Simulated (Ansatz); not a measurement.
Reaction (ligand exchange at the Sn–Br bond): `[OH][SnH]([Br])[Br]` + HCl → `[OH][SnH]([Cl])[Br]` + HBr

Calculated with Ansatz (gas phase, PBE0-D4/def2-TZVP geometries, no zero-point term in ΔE). CCSD(T)/CBS is the MP2 limit (def2-TZVPP, def2-QZVPP) plus CCSD(T) − MP2 in def2-TZVPP, frozen cores. This one scheme is used for every species. Functionals use def2-TZVPP. HSE06 is defined as in plane-wave codes. def2 core potentials past Kr. For Br, Sn outer-core shells are correlated without core-valence functions, which leaves a few kJ/mol of doubt a bond. Scalar relativity is left out up to krypton. Each species was taken in one conformer, which may not be the lowest.

(1) Is it downhill or uphill in electronic energy at CCSD(T)/CBS, and by how much? (Best estimate.)

(2) What do these levels give: LDA (SPW92), PBE-D4, r2SCAN0-D4, BHLYP-D4, ωB97X-V, PBE, HSE06, CAM-B3LYP, MP2/def2-SVP, CCSD/def2-SVP, HF/def2-TZVPP, MP2/def2-QZVPP? (Best estimate.)

Largest T1 diagnostic among the species: 0.011.

Results:

(1) Computed: Uphill: ΔE = +0.16 eV.

(2) Ansatz gave: LDA (SPW92) 0.13, PBE-D4 0.14, r2SCAN0-D4 0.15, BHLYP-D4 0.15, ωB97X-V 0.12, PBE 0.13, HSE06 0.15, CAM-B3LYP 0.11, MP2/def2-SVP 0.14, CCSD/def2-SVP 0.11, HF/def2-TZVPP 0.14, MP2/def2-QZVPP 0.17 eV.

Leaving LDA and LC-ωPBE aside and taking each functional with its dispersion term where it has one, the values, not all of them listed here, spread over 0.07 eV, from B97M-V to BHLYP-D4. At CCSD(T), def2-SVP lies −0.05 eV from the extrapolated value and def2-TZVPP −0.03 eV.
